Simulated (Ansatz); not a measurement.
AsAsAsAs tetrahedron (As₄), relaxed as a singlet with RKS PBE-D4/def2-SVP in Ansatz, starting from the GFN2-xTB geometry. Force threshold 0.02 eV/Å.

Start:

```tsv
atom	x (Å)	y (Å)	z (Å)
As1	0.562	0.491	-1.256
As2	1.053	-0.634	0.790
As3	-0.566	1.119	0.750
As4	-1.049	-0.976	-0.285
```

```
step   energy (eV)  largest force component (eV/Å)  SCF passes
   1  -243302.3049                           1.700          13
   2  -243302.4666                           0.011          17
```

Force components are those of the run's own axes.

End:

Cartesian coordinates in Å:
```
As 0.581 0.507 -1.297
As 1.087 -0.654 0.816
As -0.584 1.155 0.775
As -1.083 -1.007 -0.294
```

By distances, no bond broke or formed. The bond that changes most is As2–As3, from 2.39 to 2.46 Å (atoms count from 1).

No frequencies were taken in this run, so the end may be a saddle point.

Hardware: 4 threads of Arm Neoverse V2 on a shared host. Wall time 2.1 s.
